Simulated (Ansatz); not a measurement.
Start from `C[Se][GeH2][OH]` and change one atom or group to get `[CH3][GeH2][Se]C`.

Ansatz, PBE0-D4/def2-TZVP geometries, multiplicity 1. Each molecule was computed in one conformer, which needn't be the lowest.

Scalar relativity is left out up to krypton.

```json
{"property": "HOMO energy (PBE/def2-TZVPP) / eV", "`C[Se][GeH2][OH]`": "-5.55"}
{"property": "HOMO–LUMO gap (PBE0/def2-TZVPP) / eV", "`C[Se][GeH2][OH]`": "6.57"}
{"property": "HOMO energy (ωB97M-V/def2-TZVPP) / eV", "`C[Se][GeH2][OH]`": "-8.86"}
{"property": "LUMO energy (ωB97M-V/def2-TZVPP) / eV", "`C[Se][GeH2][OH]`": "1.67"}
{"property": "size of the dipole moment (PBE/def2-TZVPP) / D", "`C[Se][GeH2][OH]`": "0.62"}
{"property": "HOMO–LUMO gap (PBE/def2-TZVPP) / eV", "`C[Se][GeH2][OH]`": "4.54"}
```

Question: Give the same properties after the change, and the shifts. (Estimate.)

Answer: Computed: 
| property | `[CH3][GeH2][Se]C` | shift |
| --- | --- | --- |
| HOMO energy (PBE/def2-TZVPP) / eV | -5.20 | 0.35 |
| HOMO–LUMO gap (PBE0/def2-TZVPP) / eV | 6.45 | -0.12 |
| HOMO energy (ωB97M-V/def2-TZVPP) / eV | -8.50 | 0.36 |
| LUMO energy (ωB97M-V/def2-TZVPP) / eV | 1.88 | 0.21 |
| size of the dipole moment (PBE/def2-TZVPP) / D | 1.79 | 1.17 |
| HOMO–LUMO gap (PBE/def2-TZVPP) / eV | 4.45 | -0.09 |

With PBE0 the HOMO rises by 0.37 eV and the LUMO rises by 0.24 eV, so the gap narrows by about 0.13 eV. PBE moves the HOMO by 0.35 eV and ωB97M-V by 0.36 eV. Dipoles are sizes alone; their direction can turn.

Spin–orbit coupling is left out; it splits and shifts lone-pair levels of the heavy atoms by tenths of an eV.
